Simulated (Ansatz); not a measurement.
Ansatz (a program for electronic structure) input (B3LYP-D3(BJ)/def2-TZVP):

Ansatz 0.2 input:
```yaml
crystal:
  periodic: [false, false, false]
  atoms:
    - {symbol: Cd, position_ang: [-0.00000000, -0.00000000, -1.34399523]}
    - {symbol: Te, position_ang: [0.00000000, 0.00000000, 1.24061099]}
basis:
  gaussian:
    orbitals: def2-TZVP
hamiltonian:
  xc: b3lyp
  dispersion: d3bj
phonons: {temperatures: {t_min: 298.15, t_max: 298.15, t_step: 100}}
```

Output:

```
Functional definition: B3LYP
integrals: 0.04 GiB planned
931 factors; integrals over basis functions are off by at most 2.7e-4 eV
mean field: 0.31 GiB planned
mean field evaluation 1: about -11858.7650 eV, gradient 3.0e1 eV
mean field evaluation 2: about -11807.0351 eV, gradient 1.1e2 eV
mean field evaluation 4: about -11862.2332 eV, gradient 7.8e0 eV
mean field evaluation 8: about -11862.4807 eV, gradient 3.7e-1 eV
mean field evaluation 16: about -11862.4812 eV, gradient 9.0e-6 eV
mean field evaluation 32: about -11856.6116 eV, gradient 2.5e1 eV
mean field -11862.48115596 eV, -435.9381418030 hartree, gradient 1.5e-5 eV, S^2 0.000000; 4 other end points of the search recorded, 0 dependent functions left out
the calculation of the forces begins
reference -11862.48133158 eV, -435.9381482567 hartree; 22, 22 occupied and 68, 68 virtual orbitals, 931 factors
these checks for a lower state are left out or cut short: stability, starts, cluster_reference, orbital_swaps, neighbouring_geometries, increment
integrals: 0.04 GiB planned
931 factors; integrals over basis functions are off by at most 2.7e-4 eV
mean field: 0.31 GiB planned
mean field -11862.48115595 eV, -435.9381418027 hartree, gradient 5.3e-7 eV, S^2 0.000000; 0 other end points of the search recorded, 0 dependent functions left out
the calculation of the forces begins
reference -11862.48133157 eV, -435.9381482564 hartree; 22, 22 occupied and 68, 68 virtual orbitals, 931 factors
these checks for a lower state are left out or cut short: stability, starts, cluster_reference, orbital_swaps, neighbouring_geometries, increment
integrals: 0.04 GiB planned
931 factors; integrals over basis functions are off by at most 2.7e-4 eV
mean field: 0.31 GiB planned
mean field -11862.48115595 eV, -435.9381418027 hartree, gradient 5.3e-7 eV, S^2 0.000000; 0 other end points of the search recorded, 0 dependent functions left out
the calculation of the forces begins
reference -11862.48133157 eV, -435.9381482564 hartree; 22, 22 occupied and 68, 68 virtual orbitals, 931 factors
these checks for a lower state are left out or cut short: stability, starts, cluster_reference, orbital_swaps, neighbouring_geometries, increment
integrals: 0.04 GiB planned
931 factors; integrals over basis functions are off by at most 2.7e-4 eV
mean field: 0.31 GiB planned
mean field -11862.48115595 eV, -435.9381418027 hartree, gradient 5.3e-7 eV, S^2 0.000000; 0 other end points of the search recorded, 0 dependent functions left out
the calculation of the forces begins
reference -11862.48133157 eV, -435.9381482564 hartree; 22, 22 occupied and 68, 68 virtual orbitals, 931 factors
these checks for a lower state are left out or cut short: stability, starts, cluster_reference, orbital_swaps, neighbouring_geometries, increment
integrals: 0.04 GiB planned
931 factors; integrals over basis functions are off by at most 2.7e-4 eV
mean field: 0.31 GiB planned
mean field evaluation 64: about -11862.4812 eV, gradient 2.7e-6 eV
mean field -11862.48115595 eV, -435.9381418027 hartree, gradient 5.3e-7 eV, S^2 0.000000; 0 other end points of the search recorded, 0 dependent functions left out
the calculation of the forces begins
reference -11862.48133157 eV, -435.9381482564 hartree; 22, 22 occupied and 68, 68 virtual orbitals, 931 factors
these checks for a lower state are left out or cut short: stability, starts, cluster_reference, orbital_swaps, neighbouring_geometries, increment
integrals: 0.04 GiB planned
931 factors; integrals over basis functions are off by at most 2.7e-4 eV
mean field: 0.31 GiB planned
mean field -11862.48114832 eV, -435.9381415221 hartree, gradient 1.3e-6 eV, S^2 0.000000; 0 other end points of the search recorded, 0 dependent functions left out
the calculation of the forces begins
reference -11862.48132391 eV, -435.9381479749 hartree; 22, 22 occupied and 68, 68 virtual orbitals, 931 factors
these checks for a lower state are left out or cut short: stability, starts, cluster_reference, orbital_swaps, neighbouring_geometries, increment
integrals: 0.04 GiB planned
931 factors; integrals over basis functions are off by at most 2.7e-4 eV
mean field: 0.31 GiB planned
mean field -11862.48111334 eV, -435.9381402369 hartree, gradient 1.3e-6 eV, S^2 0.000000; 0 other end points of the search recorded, 0 dependent functions left out
the calculation of the forces begins
reference -11862.48128899 eV, -435.9381466916 hartree; 22, 22 occupied and 68, 68 virtual orbitals, 931 factors
these checks for a lower state are left out or cut short: stability, starts, cluster_reference, orbital_swaps, neighbouring_geometries, increment
integrals: 0.04 GiB planned
931 factors; integrals over basis functions are off by at most 2.7e-4 eV
mean field: 0.31 GiB planned
mean field -11862.48115595 eV, -435.9381418027 hartree, gradient 5.3e-7 eV, S^2 0.000000; 0 other end points of the search recorded, 0 dependent functions left out
the calculation of the forces begins
reference -11862.48133157 eV, -435.9381482564 hartree; 22, 22 occupied and 68, 68 virtual orbitals, 931 factors
these checks for a lower state are left out or cut short: stability, starts, cluster_reference, orbital_swaps, neighbouring_geometries, increment
integrals: 0.04 GiB planned
931 factors; integrals over basis functions are off by at most 2.7e-4 eV
mean field: 0.31 GiB planned
mean field -11862.48115595 eV, -435.9381418027 hartree, gradient 5.3e-7 eV, S^2 0.000000; 0 other end points of the search recorded, 0 dependent functions left out
the calculation of the forces begins
reference -11862.48133157 eV, -435.9381482564 hartree; 22, 22 occupied and 68, 68 virtual orbitals, 931 factors
these checks for a lower state are left out or cut short: stability, starts, cluster_reference, orbital_swaps, neighbouring_geometries, increment
integrals: 0.04 GiB planned
931 factors; integrals over basis functions are off by at most 2.7e-4 eV
mean field: 0.31 GiB planned
mean field evaluation 96: about -11862.4812 eV, gradient 7.7e-2 eV
mean field -11862.48115595 eV, -435.9381418027 hartree, gradient 5.3e-7 eV, S^2 0.000000; 0 other end points of the search recorded, 0 dependent functions left out
the calculation of the forces begins
reference -11862.48133157 eV, -435.9381482564 hartree; 22, 22 occupied and 68, 68 virtual orbitals, 931 factors
these checks for a lower state are left out or cut short: stability, starts, cluster_reference, orbital_swaps, neighbouring_geometries, increment
integrals: 0.04 GiB planned
931 factors; integrals over basis functions are off by at most 2.7e-4 eV
mean field: 0.31 GiB planned
mean field -11862.48115595 eV, -435.9381418027 hartree, gradient 5.3e-7 eV, S^2 0.000000; 0 other end points of the search recorded, 0 dependent functions left out
the calculation of the forces begins
reference -11862.48133157 eV, -435.9381482564 hartree; 22, 22 occupied and 68, 68 virtual orbitals, 931 factors
these checks for a lower state are left out or cut short: stability, starts, cluster_reference, orbital_swaps, neighbouring_geometries, increment
integrals: 0.04 GiB planned
931 factors; integrals over basis functions are off by at most 2.7e-4 eV
mean field: 0.31 GiB planned
mean field -11862.48111334 eV, -435.9381402369 hartree, gradient 1.3e-6 eV, S^2 0.000000; 0 other end points of the search recorded, 0 dependent functions left out
the calculation of the forces begins
reference -11862.48128899 eV, -435.9381466916 hartree; 22, 22 occupied and 68, 68 virtual orbitals, 931 factors
these checks for a lower state are left out or cut short: stability, starts, cluster_reference, orbital_swaps, neighbouring_geometries, increment
integrals: 0.04 GiB planned
931 factors; integrals over basis functions are off by at most 2.7e-4 eV
mean field: 0.31 GiB planned
mean field -11862.48114832 eV, -435.9381415221 hartree, gradient 1.3e-6 eV, S^2 0.000000; 0 other end points of the search recorded, 0 dependent functions left out
the calculation of the forces begins
reference -11862.48132391 eV, -435.9381479749 hartree; 22, 22 occupied and 68, 68 virtual orbitals, 931 factors
Total energy: -11862.59494808 eV, -435.9423235862 hartree
Atom 0 at    -0.000000    -0.000000    -1.343995 Å, force    -0.000000     0.000000     0.000766 eV/Å
Atom 1 at     0.000000     0.000000     1.240611 Å, force     0.000000    -0.000000    -0.000766 eV/Å
Dipole moment:    -0.000000    -0.000000    -0.991948 e Å
Vibrations: 191.45 cm⁻¹, zero-point energy 0.011868 eV
```
